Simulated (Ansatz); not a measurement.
Cost and result up the ladder for Zn(OH)2 (ZnO2H2) (5 atoms). Total charge 0; singlet. Geometry: r2SCAN-D4/def2-TZVP.

Cartesian coordinates in Å:
```
Zn -0.170 -0.021 0.004
O -0.234 0.019 1.764
H 0.319 0.700 2.161
O -0.300 -0.086 -1.752
H 0.385 -0.612 -2.176
```

Ansatz on 4 threads of Intel Xeon on a shared host. Times are rough, and most runs start from the orbitals of an earlier one. ωB97M-V/def2-TZVP serves as the yardstick here, not as an exact answer. Differences are given only for rows in sets of like size (and for xTB, whose basis is part of the method), since another set adds its own error. Binding counts from free atoms at the same level (Zn singlet, O triplet, H doublet; other spins of the atoms weren't run), without zero-point energy or a counterpoise term.

The 6-31G sets use Cartesian d functions. LC-ωPBE has ω = 0.4 bohr⁻¹. B3LYP takes the VWN-RPA correlation. Correlated methods freeze 11 core orbitals.

Correlated methods converge slowly with the basis.

```
                         level  functions  wall time  binding energy per atom (eV)  difference from ωB97M-V/def2-TZVP (eV)
                      HF/6-31G         51      1.1 s                          1.72                                       –
                B3LYP-D4/6-31G         51        2 s                          2.97                                       –
                  HF/def2-TZVP        122      2.5 s                          1.89                                   -1.18
              PBE0-D4/def2-SVP         69      2.5 s                          2.99                                       –
            B3LYP-D4/def2-TZVP        122      2.6 s                          3.02                                   -0.06
PBE-D4/def2-TZVP (with forces)        122      2.7 s                          3.15                                    0.08
        CAM-B3LYP-D4/def2-TZVP        122        3 s                          3.08                                    0.00
             LC-ωPBE/def2-TZVP        122      3.5 s                          3.13                                    0.05
                 MP2/def2-TZVP        122      3.6 s                          3.14                                    0.06
           r2SCAN-D4/def2-TZVP        122      3.8 s                          3.11                                    0.03
             PBE0-D4/def2-TZVP        122      4.2 s                          3.02                                   -0.06
              B97M-V/def2-TZVP        122      4.5 s                          3.04                                   -0.04
             ωB97M-V/def2-TZVP        122      6.5 s                          3.08                                    0.00
            CCSD(T)/def2-TZVPP        154       28 s                          3.02                                   -0.06
```
